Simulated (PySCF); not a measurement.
Isomers of H6B3N. All species are isolated molecules in the gas phase. One relaxed conformer stands for each flexible species; it need not be the lowest. Strings in code marks are SMILES.

Computed with B3LYP-D3(BJ)/def2-TZVP (PySCF). B3LYP has the VWN-RPA correlation part, as in Gaussian. Excitations are Tamm–Dancoff values on a coarser integration grid. The basis has no diffuse functions, so Rydberg states are missing or too high.

```csv
species,S1–T1 gap (TDA) (eV),HOMO (eV),S1 excitation (TDA) (eV),S1 oscillator strength
`BBNB`,0.79,-8.06,4.88,0.007
`BBBN`,0.71,-7.45,4.57,0.006
`BB(B)N`,0.95,-7.14,3.61,0.042
`BN(B)B`,0.54,-8.88,5.80,0.000
```
